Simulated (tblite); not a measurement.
Computed values, GFN2-xTB/tblite, gas phase, harmonic and unscaled. Errors from tens to a few hundred cm⁻¹ against measured bands are possible. Modes of hydrogen on phosphorus, silicon and sulfur can be 10 to 20 % off. One conformer each. Thermal functions are those of the rigid rotor and harmonic oscillator, without mixing of conformers.

Question: Order these by their ideal-gas entropy at 500 K and 1 bar, highest first (J/(mol K)).
A. `FC(=C(F)F)[PH2]=S`
B. `[SiH2](C=C)S`
C. `C(C)([C@]12[C@@H]3[C@@H]4[C@@]1(F)[C@@H]4C[C@H]23)=O`
D. `C[SiH2]/C=C\[SiH3]`
E. `Cc1cc(F)c(C)nn1`

Answer: C (500.9), D (484.6), E (477.7), A (451.6), B (408.7).

```csv
SMILES,atoms,mass (u),symmetry number,modes under 300 cm⁻¹,ZPE (kJ/mol),S translation (J/(mol K)),S rotation,S vibration,S,Cp
CC(=O)[C@@]12[C@@H]3[C@H]4[C@@H](C[C@@H]31)[C@]42F,20,152.06,1,6,407.2,182.3,130.1,188.5,500.9,253.6
C[SiH2]/C=C\[SiH3],15,102.03,1,5,283.1,177.3,122.8,184.4,484.6,202.1
Cc1cc(F)c(C)nn1,16,126.06,1,6,314.3,179.9,126.8,171.0,477.7,205.9
FC(F)=C(F)[PH2]=S,9,145.96,1,5,99.7,181.8,128.2,141.6,451.6,150.6
C=C[SiH2]S,10,90.00,1,4,174.0,175.7,116.8,116.2,408.7,139.2
```

Entropies and Cp are for 500 K and 1 bar.
